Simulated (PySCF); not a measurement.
r2SCAN on As (arsenic, neutral), [Ar] 3d10 4s1 4p3 4d1, high-spin 6D determinant (an excited configuration). Calculation: PySCF 2.14, in aug-cc-pVTZ-DK (7s6p4d2f, 59 functions); scalar relativity by spin-free X2C-1e.

```
cycle= 1 E= -2260.13832414734  delta_E= -0.00661  |g|= 0.0963  |ddm|= 0.331
cycle= 2 E= -2260.13883645566  delta_E= -0.000512  |g|= 0.0752  |ddm|= 0.137
cycle= 3 E= -2260.13982404851  delta_E= -0.000988  |g|= 0.00239  |ddm|= 0.0548
cycle= 4 E= -2260.13982663038  delta_E= -2.58e-06  |g|= 0.000109  |ddm|= 0.00416
cycle= 5 E= -2260.13982664294  delta_E= -1.26e-08  |g|= 4.9e-06  |ddm|= 0.000494
cycle= 6 E= -2260.13982664296  delta_E= -1.82e-11  |g|= 2.46e-07  |ddm|= 2.22e-05
converged SCF energy = -2260.13982664296  <S^2> = 8.751821  2S+1 = 6.000607
```

Highest occupied orbital energy: 0.522 eV; ⟨L²⟩ = 6.01; populations by l: s 7.00, p 15.00, d 11.00, f 0.00.

Can this result be used?

Not for this state. The run converged. The outer electron is Rydberg-like, and this basis confines it to a smaller radius and binds it less than a complete one would. At r2SCAN the highest occupied level has a positive energy, so only the finite basis holds that electron; for this excited configuration the basis is too tight for the outer shell.
